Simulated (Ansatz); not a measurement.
`[CH3][Al]([SH])[Cl]` + H–F → `[F][Al]([SH])[Cl]` + CH₄ at 400 K and 1 bar (ligand exchange at the Al–C bond).

Calculated with Ansatz (gas phase, PBE0-D4/def2-TZVP geometries, no zero-point term in ΔE). CBS: MP2 limit from def2 TZ/QZ plus the TZ coupled-cluster correction, frozen cores. This one scheme is used for every species. One conformer a species, not always the lowest.

```tsv
species	CCSD(T)/CBS energy (Eh)	H − E (kJ/mol)	S (J/(mol·K))
`[CH3][Al]([SH])[Cl]`	-1140.16049	154.9	386.3
H–F	-100.39570	36.5	182.2
`[F][Al]([SH])[Cl]`	-1200.16071	62.5	351.3
CH₄	-40.46206	131.3	197.2
```

H − E and S are ideal-gas, rigid-rotor, harmonic terms from PBE0-D4/def2-TZVP, for one conformer and one mirror image of each species. 1 Eh = 2625.50 kJ/mol, R = 8.31446 J/(mol·K).

By hand: ΔE, ΔH, ΔS and ΔG.

ΔE = (-1200.16071) + (-40.46206) − (-1140.16049) − (-100.39570) = -0.06658 Eh = -174.8 kJ/mol. Δ(H − E) = 62.5 + 131.3 − 154.9 − 36.5 = 2.4, so ΔH = -172.4 kJ/mol. ΔS = 351.3 + 197.2 − 386.3 − 182.2 = -20.0 J/(mol·K). ΔG = -172.4 − 400 × (-20.0)/1000 = -164.4 kJ/mol.

By hand: the equilibrium constant, and the temperature at which ΔG would vanish if ΔH and ΔS stayed fixed.

log₁₀ K = −ΔG/(RT ln 10) = 21.5. ΔG = 0 at ΔH/ΔS = 8620 K, far beyond where these terms or the molecules hold.

ΔH outweighs TΔS. A doubt of 5 kJ/mol in ΔE shifts log₁₀ K by 0.7 here. Other conformers and mirror images would add mixing entropy, several J/(mol·K) or more a flexible species. Modes under 60 cm⁻¹, often nearly free rotors, make the harmonic entropy too high. These are equilibria of isolated gas molecules and say nothing of rates. Largest T1 diagnostic: 0.011 (customary marks: 0.02 for closed shells, 0.045 for open ones).
